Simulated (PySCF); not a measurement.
C10H6OS2, SMILES c1coc(-c2cc3sccc3s2)c1 at its GFN2-xTB optimised geometry (Å):

```
19

C     -0.8781    -4.0991     0.0000
C      0.4838    -4.0991     0.0000
O      0.9632    -2.8449     0.0000
C     -0.1033    -2.0109     0.0000
C      0.1127    -0.5961     0.0000
C      1.3121     0.0675     0.0000
C      1.1280     1.4589     0.0000
S      2.1797     2.8306     0.0000
C      0.8141     3.8970     0.0000
C     -0.3819     3.2542     0.0000
C     -0.2051     1.8566     0.0000
S     -1.2624     0.4887     0.0000
C     -1.2671    -2.7430     0.0000
H     -1.5223    -4.9541     0.0000
H      1.2010    -4.8958     0.0000
H      2.2631    -0.4312     0.0000
H      0.9915     4.9541     0.0000
H     -1.3362     3.7471     0.0000
H     -2.2631    -2.3496     0.0000
```

Computed with CAM-B3LYP/def2-SVP in PySCF.

Map of the deformation density (molecule minus spherical neutral atoms) (e/bohr³) on the plane z = 0.6 Å:

```
|=========================|
|=========================|
|=========================|
|=============--==========|
|===========--+*-=========|
|=========-=-==---========|
|=========-*-#*++=========|
|=========----.:=@*=======|
|=========--+=.:++========|
|=========---+#-=--=======|
|=========-=+:-+--========|
|========+%#: .*--========|
|=========+++-*===-=======|
|=========-:--*===-=======|
|=========-::*-:--========|
|========----=.:==========|
|=======-=+=@:============|
|=========-=: -#+=========|
|========--#-.---=========|
|========--:+@---=========|
|========-=+-==*-=========|
|=========-=-----=========|
|=========================|
|=========================|
|=========================|
```
Scale: ten equal steps from -0.026 (start of ' ') to 0.029 (end of '@'), in the order ' .:-=+*#%@'; x runs from -7.00 to 7.00, y from -7.00 (bottom) to 7.00 (top).
